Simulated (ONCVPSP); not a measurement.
**Transferability test, ONCV potential for antimony (Sb)**

antimony, optimised norm-conserving Vanderbilt (ONCV), made with ONCVPSP 4.0.1 (PBE, scalar-relativistic). Core [Kr], reference 4d10 5s2 5p2 (charge +1). Waves: 5s: rc 2.00 bohr, ncon 4, nbas 8, qcut 2.7 1/bohr, 3 projectors, debl 1.5 Ha; 5p: rc 1.80 bohr, ncon 4, nbas 8, qcut 3.9 1/bohr, 2 projectors, debl 0.8 Ha; 4d: rc 1.30 bohr, ncon 4, nbas 8, qcut 14.1 1/bohr, 2 projectors, debl 3.9 Ha. Local part: polynomial inside 1.00 bohr (lpopt 4, dvloc0 6 Ha). Core correction: polynomial model core, fcfact 0.4.

Energies are relative to the spin-unpolarised reference configuration 4d10 5s2 5p2; without spin polarisation the order of configurations can differ from experiment.

```tsv
valence configuration	charge	ΔE all-electron (eV)	error AE − PS (meV)
4d10 5s2 5p3	0	-8.317	+1.5
4d10 5s2 5p1	+2	15.968	-5.1
4d10 5s2 5p0	+3	40.382	-16
4d10 5s1 5p4	0	-0.205	-5.7
```

Note: no bound ghost flagged; GHOST(+) flagged for p at 35.8 eV, s at 67.4 eV.
